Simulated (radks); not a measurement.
Fractional charge and spin in the 4s shell of krypton: the spin-up occupation runs from 0 to 1 and the spin-down occupation from 0 to 1; the fullest corner is Kr2+, [Ar] 3d10 4p(up 2, down 2) 4s(up 1, down 1). All-electron calculation, scalar-relativistic Kohn-Sham, r2SCAN, spin-polarised, spherical densities, finite nucleus; meta-GGA in the generalised Kohn-Sham scheme; Fermi nuclear charge, rms radius of each element as measured or else 0.836 A^(1/3) + 0.57 fm. Program: a radial shooting solver on a logarithmic mesh with Libxc functionals. Energy (eV) minus the two flat planes that join the four corners (they meet along the diagonal where the two added fractions sum to one electron); zero is where a piecewise linear energy would lie.

down \ up       0    0.25     0.5    0.75       1
0           0.000  -1.248  -1.667  -1.251   0.000
0.25       -1.248  -1.520  -0.974   0.395  -1.174
0.5        -1.667  -0.974   0.525  -0.926  -1.566
0.75       -1.251   0.395  -0.926  -1.449  -1.175
1           0.000  -1.174  -1.566  -1.175   0.000

Corners above the fullest one (they belong to Kr3+ and the next ion): (up 1, down 0) 53.263 eV, (up 0, down 1) 53.263 eV, (up 0, down 0) 121.57 eV. With half an added electron in each spin the energy lies 0.525 eV from the planes, and with half an added electron in spin up alone -1.667 eV. The planes are only a guide here: the flat-plane condition holds for ground states with one frontier orbital, while this shell lies below other occupied shells, so the corners above the fullest one are inner-hole states and not the ground states of those ions.
